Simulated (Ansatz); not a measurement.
Species: sum formula CuOH, net charge 0, singlet state. SMILES: [OH][Cu]
Geometry: optimised at B3LYP-D3(BJ)/def2-TZVP (Ansatz, a first-principles code).

Quantity: vertical triplet-singlet gap (E(triplet) - E(singlet); each state is the SCF solution reached for its spin; for the singlet T1 is 0.039), in kcal/mol. Correlated levels leave the core frozen unless marked. Open shells are spin-unrestricted. No spin-orbit coupling. The frozen core is the preceding noble-gas configuration, with the filled d and f shells of earlier blocks. Non-relativistic. Basis-set limits of correlation are two-point, X^-3; Hartree-Fock from the larger set. The bracket is a focal-point correction in the basis named.

| level | program | vertical triplet-singlet gap (kcal/mol) |
|---|---|---|
| r2SCAN/def2-TZVPD | Ansatz | 36.3 |
| BHLYP/def2-TZVPD | Ansatz | ? |
| CAM-B3LYP/def2-TZVPD | Ansatz | ? |
| wB97M-V/def2-TZVPD | Ansatz | ? |
| SCS-MP2/def2-SVPD | Ansatz | 53.9 |
| RI-MP2/CBS(def2-TZVPPD,def2-QZVPPD)+[CCSD(T)-MP2]/def2-TZVPPD | Ansatz | 46.6 |

Problem. What belongs in the gaps?

Solution. 
- BHLYP/def2-TZVPD, vertical triplet-singlet gap (kcal/mol): 32.3
- CAM-B3LYP/def2-TZVPD, vertical triplet-singlet gap (kcal/mol): 43.2
- wB97M-V/def2-TZVPD, vertical triplet-singlet gap (kcal/mol): 45.7
